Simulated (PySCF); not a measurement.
## Electronic absorption of C3H11B2N

C3H11B2N.
SMILES: `CBCBNC`

The calculation used TDDFT wB97X-D/def2-SVPD, vertical, gas phase, core orbitals frozen in the response (PySCF 2.14.0, density-fitted response routines). Geometry: PBE0-D3(BJ)/def2-SVP, one conformer, isolated molecule. Torsions of this conformer, `[CH3:1][BH:2][CH2:3][BH:4][NH:5][CH3:6]`: C1–B2–C3–B4 -85°, B2–C3–B4–N5 -92°, C3–B4–N5–C6 179°.

```json
{"state": "S1", "E (eV)": "5.92", "λ (nm)": "209.5", "ν̃ (cm⁻¹)": "47720", "f": "0.060", "main configurations (H = HOMO, L = LUMO)": "H→L (46%), H-1→L (45%)"}
{"state": "S2", "E (eV)": "6.23", "λ (nm)": "199.0", "ν̃ (cm⁻¹)": "50240", "f": "0.027", "main configurations (H = HOMO, L = LUMO)": "H-2→L (52%), H-1→L (24%), H→L (17%)"}
{"state": "S3", "E (eV)": "6.81", "λ (nm)": "182.0", "ν̃ (cm⁻¹)": "54940", "f": "0.041", "main configurations (H = HOMO, L = LUMO)": "H-2→L (38%), H-1→L (24%), H→L (23%)"}
{"state": "S4", "E (eV)": "7.21", "λ (nm)": "172.0", "ν̃ (cm⁻¹)": "58130", "f": "0.024", "main configurations (H = HOMO, L = LUMO)": "H-3→L (56%), H→L+1 (20%)"}
{"state": "S5", "E (eV)": "7.36", "λ (nm)": "168.5", "ν̃ (cm⁻¹)": "59330", "f": "0.118", "main configurations (H = HOMO, L = LUMO)": "H→L+1 (36%), H→L+2 (22%), H-3→L (16%)"}
{"state": "S6", "E (eV)": "8.04", "λ (nm)": "154.3", "ν̃ (cm⁻¹)": "64810", "f": "0.0012", "main configurations (H = HOMO, L = LUMO)": "H→L+2 (43%), H-3→L (10%), H-1→L+2 (10%)"}
{"state": "S7", "E (eV)": "8.21", "λ (nm)": "150.9", "ν̃ (cm⁻¹)": "66250", "f": "0.0049", "main configurations (H = HOMO, L = LUMO)": "H→L+4 (41%), H→L+3 (23%), H-1→L+2 (10%)"}
{"state": "S8", "E (eV)": "8.23", "λ (nm)": "150.7", "ν̃ (cm⁻¹)": "66340", "f": "0.068", "main configurations (H = HOMO, L = LUMO)": "H-4→L (66%), H-1→L+2 (9%)"}
{"state": "S9", "E (eV)": "8.30", "λ (nm)": "149.4", "ν̃ (cm⁻¹)": "66910", "f": "0.0050", "main configurations (H = HOMO, L = LUMO)": "H-1→L+1 (46%), H→L+3 (12%), H→L+1 (8%)"}
{"state": "S10", "E (eV)": "8.44", "λ (nm)": "146.8", "ν̃ (cm⁻¹)": "68110", "f": "0.036", "main configurations (H = HOMO, L = LUMO)": "H-1→L+2 (29%), H→L+4 (15%), H-4→L (13%)"}
```

Triplets (Tamm–Dancoff): T1 5.23 eV, H→L (76%), H-1→L (11%); T2 5.62 eV, H-1→L (74%); T3 5.94 eV, H-2→L (82%); T4 6.68 eV, H-3→L (71%).

The lowest singlet comes at 210 nm (571 kJ/mol) in the ultraviolet; it is of moderate strength; its leading configuration is HOMO→LUMO (46%). The most intense listed level is S5 at 7.36 eV (169 nm, f = 0.118), 1.44 eV above S1. Löwdin shares by element: HOMO nitrogen 45%, carbon 21% or more, boron 9% or more (atoms not listed hold the other 24%); LUMO boron 47%, carbon 25% or more (atoms not listed hold the other 28%). Weighted by f, the mean energy of these states is 7.26 eV. Orbital energies (eV): HOMO-3 -11.19, HOMO-2 -10.59, HOMO-1 -10.17, HOMO -9.46, LUMO 1.08, LUMO+1 2.09, LUMO+2 2.35. The oscillator strengths of these states sum to 0.387; summed over the whole spectrum of an exact calculation they would give the number of electrons, 46 (Thomas–Reiche–Kuhn). All these states lie below the vertical ionisation energy of 9.65 eV (ΔSCF). Only the lowest 10 singlets were computed, as vertical energies without vibronic structure.

Time: 2.8 min wall; peak memory 1.1 GiB. Hardware: one thread, Arm Neoverse V2 (aarch64), no GPU, shared host with 96 logical CPUs at a one-minute load of 27.
